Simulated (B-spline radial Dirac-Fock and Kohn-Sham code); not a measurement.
# Compton profile of Zr²⁴⁺

System: the Zr²⁴⁺ ion, configuration [Ne] 3s2 3p4.

The computed values come from an atomic code on a B-spline grid: the impulse approximation on configuration-average Dirac-Fock orbitals. pz is in atomic units of momentum; subshell profiles are per electron, for a selection of subshells; open shells are spread over both j values by their weights.

```
  pz    J total   J 2p1/2   J 2p3/2   J 3p1/2   J 3p3/2
   0      1.113    0.0376    0.0386    0.0941    0.0954
0.31      1.109    0.0376    0.0386    0.0941    0.0954
0.46      1.104    0.0376    0.0386    0.0941    0.0954
0.67      1.095    0.0376    0.0386    0.0940    0.0953
0.98      1.075    0.0376    0.0386    0.0938    0.0951
 1.4      1.037    0.0376    0.0386    0.0930    0.0942
 2.1     0.9515    0.0375    0.0385    0.0892    0.0902
 3.1     0.8012    0.0373    0.0382    0.0768    0.0771
 4.5     0.5951    0.0363    0.0372    0.0497    0.0490
 6.6     0.3885    0.0332    0.0337    0.0165    0.0158
 9.7     0.2448    0.0253    0.0254   0.00418   0.00428
  14     0.1365    0.0141    0.0137   0.00361   0.00369
  21    0.05418   0.00426   0.00394   0.00135   0.00128
  30    0.02024  0.000896  0.000778  0.000274  0.000243
  44   0.005868  0.000110  8.69e-05  3.13e-05  2.53e-05
  65   0.001287  9.88e-06  6.72e-06  2.66e-06  1.85e-06
  95  0.0002367    < 1e-6    < 1e-6    < 1e-6    < 1e-6
 140  3.748e-05    < 1e-6    < 1e-6    < 1e-6    < 1e-6
```

J(0) = 1.113. The 3s1/2 subshell gives the largest part, 28 %.

Mean momentum ⟨p⟩ by subshell (a.u.): 1s1/2 35.4, 2s1/2 12.5, 2p1/2 16.7, 2p3/2 16.2, 3s1/2 6.73, 3p1/2 7.99, 3p3/2 7.86.
